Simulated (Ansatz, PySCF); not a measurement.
Molecule: methylidenesilane, CH4Si (charge 0, singlet). SMILES: C=[SiH2]
Structure (B3LYP-D3(BJ)/def2-TZVP (Ansatz, a program for electronic structure) minimum search):
```xyz
6

C     -1.1498    -0.0548    -0.0450
Si     0.5479     0.0261     0.0215
H     -1.7685     0.8316    -0.0996
H     -1.6839    -0.9961    -0.0356
H      1.3979    -1.1745     0.0958
H      1.2833     1.3023     0.0091
```

Wanted: vertical triplet-singlet gap, E(triplet) - E(singlet), in eV. Set-up: each state is the SCF solution reached for its charge and spin; 6-31G* and kin with 6d, 5d where marked; spin-orbit terms left out; non-relativistic; UHF or UKS for open shells; no dispersion term unless named. First-principles rows: single points at B3LYP-D3(BJ) geometries (Ansatz). Levels can end on unlike triplets.

```
species            coefficient  E at M06-2X/6-31G* (5d) (PySCF), Eh  E at PBE/def2-TZVPD (Ansatz), Eh
-----------------  -----------  -----------------------------------  --------------------------------
charge 0, triplet           +1                           -329.75875                        -329.65194
charge 0, singlet           -1                           -329.86122                        -329.75201
```

 1 Eh = 27.2114 eV.

**Question.** Compute it at each level from the table.

**Answer.** 
- M06-2X/6-31G* (5d): the sum of coefficient times E is 0.10247 Eh, or 2.788 eV. Result: 2.79 eV.
- PBE/def2-TZVPD: the sum of coefficient times E is 0.10007 Eh, or 2.723 eV. Result: 2.72 eV.
